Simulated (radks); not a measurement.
Results of a calculation; reference values are marked as such.
Question: Numerical settings for the chromium ion Cr+, [Ar] 3d5. Level of theory: scalar-relativistic Kohn-Sham, PBE, spin-polarised, spherical densities, point nucleus; open shells are filled with parallel spins first (a radial shooting solver on a logarithmic mesh with Libxc functionals). The defaults (mesh step 0.008 in ln r, mesh end at 40 bohr or more with all orbitals vanishing there, Anderson mixing 0.5 over 9 steps, residual threshold near 1e-9 with the energy settled to 1e-9 hartree or 1e-11 of itself, here a cap of 100 iterations) give E = -1050.4562 hartree and 3d at -10.926 eV in 16 iterations. Run on one thread of a shared host, so times are rough (Arm Neoverse V2): 0.14 s of CPU time, 0.14 s wall, 16 iterations on 2476 mesh points. One setting is changed at a time: mesh step in ln r 0.12; mesh step in ln r 0.05; mesh step in ln r 0.005; mesh end (bohr) 1; mesh end (bohr) 8; residual threshold 1e-13; residual threshold 1e-16; mixing 0.05; linear mixing, mixing 0.5; linear mixing, mixing 0.2; mixing history 2; iteration cap 3. Which runs fail to converge, and which converge to a wrong energy?

Answer: Not converged within the cap: mesh step in ln r 0.12; residual threshold 1e-16; iteration cap 3. Settled on a wrong energy, with an occupied level pushed above zero by the early mesh end: mesh end (bohr) 1 (+72.8 hartree). Apart from these: no run marked as converged misses the energy by more than 1 mhartree.
